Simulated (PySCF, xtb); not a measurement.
Nb(OH)3 (H₃NbO₃), SMILES [OH][Nb]([OH])[OH] (connectivity only; charge and spin as stated), neutral, multiplicity 3. Other conformers were not sampled.

Harmonic wavenumbers (cm⁻¹) from xtb with GFN2-xTB at its own minimum, in rising order: 130, 167, 180, 210, 337, 505, 526, 533, 547, 600, 682, 783, 3461, 3580, 3595.

What does PBE-D3(BJ)/def2-SVP (PySCF) give at its own minimum? (The exact figures need the calculation; the answer reports its results.)

65, 155, 159, 228, 229, 340, 361, 390, 646, 669, 707, 722, 3619, 3856, 3860. Paired by order, the mean absolute difference is 110 cm⁻¹ and the zero-point energies are 22.6 and 22.9 kcal/mol.
